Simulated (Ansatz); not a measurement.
`O=C[TeH]` + H₂ → H₂Te + `C=O` at 500 K and 1 bar (hydrogenolysis of a Te–C bond).

Isolated molecules relaxed with PBE0-D4/def2-TZVP in Ansatz; ΔE leaves out vibrations. CCSD(T)/CBS is the MP2 limit (def2-TZVPP, def2-QZVPP) plus CCSD(T) − MP2 in def2-TZVPP, frozen cores. This one scheme is used for every species. Elements past krypton have def2 core potentials. For Te outer-core shells are correlated without core-valence functions, which leaves a few kJ/mol of doubt a bond.

```json
{"species": "`O=C[TeH]`", "CCSD(T)/CBS energy (Eh)": "-382.12128", "H − E (kJ/mol)": "91.6", "S (J/(mol·K))": "323.7"}
{"species": "H₂", "CCSD(T)/CBS energy (Eh)": "-1.17544", "H − E (kJ/mol)": "41.0", "S (J/(mol·K))": "145.5"}
{"species": "H₂Te", "CCSD(T)/CBS energy (Eh)": "-268.91024", "H − E (kJ/mol)": "48.9", "S (J/(mol·K))": "247.6"}
{"species": "`C=O`", "CCSD(T)/CBS energy (Eh)": "-114.39408", "H − E (kJ/mol)": "87.9", "S (J/(mol·K))": "238.5"}
```

H − E and S are ideal-gas, rigid-rotor, harmonic terms from PBE0-D4/def2-TZVP. The MP2-based limit puts H₂ 0.8 mEh under its directly extrapolated value; such offsets cancel only in part. 1 Eh = 2625.50 kJ/mol, R = 8.31446 J/(mol·K).

By hand: ΔE, ΔH, ΔS and ΔG.

ΔE = (-268.91024) + (-114.39408) − (-382.12128) − (-1.17544) = -0.00760 Eh = -20.0 kJ/mol. Δ(H − E) = 48.9 + 87.9 − 91.6 − 41.0 = 4.2, so ΔH = -15.8 kJ/mol. ΔS = 247.6 + 238.5 − 323.7 − 145.5 = 16.9 J/(mol·K). ΔG = -15.8 − 500 × (16.9)/1000 = -24.2 kJ/mol.

By hand: the equilibrium constant, and the temperature at which ΔG would vanish if ΔH and ΔS stayed fixed.

log₁₀ K = −ΔG/(RT ln 10) = 2.5. ΔH and −TΔS have one sign here, so there is no such temperature.

TΔS isn't small against ΔH here. A doubt of 5 kJ/mol in ΔE shifts log₁₀ K by 0.5 here. These are equilibria of isolated gas molecules and say nothing of rates. Largest T1 diagnostic: 0.016 (customary marks: 0.02 for closed shells, 0.045 for open ones).
